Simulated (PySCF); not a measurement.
**Hf²⁺: ionisation energy**

Hf²⁺ [Xe] 4f14 5d2 (3F) → Hf³⁺ [Xe] 4f14 5d1 (2D), as a difference of total energies. Calculation: PySCF 2.14, in x2c-TZVPPall with one added diffuse shell each of s, p, d, f type (12s8p8d4f1g, 113 functions); scalar relativity by spin-free X2C-1e. Correlated levels: valence: [Xe] 4f14 frozen. The calculations carry no spin-orbit coupling.

| method | ionisation energy (eV) | plus first-order spin-orbit estimate | difference from reference of that sum (eV) |
| --- | --- | --- | --- |
| UHF | 21.455 | 21.506 | -1.044 |
| MP2 (valence) | 21.537 | 21.588 | -0.962 |
| SCS-MP2 (valence) | 21.482 | 21.533 | -1.017 |
| CCSD (valence) | 21.565 | 21.616 | -0.934 |

Reference: 22.55 ± 0.04 eV (theoretical estimate listed by NIST; NIST Atomic Spectra Database, ionization energies).

A first-order spin-orbit estimate (lowest level to lowest level, LS coupling) adds 0.051 eV.

Errors of the correlated levels include the incompleteness of this basis and the frozen core.

With two correlated electrons CCSD is exact in that space.
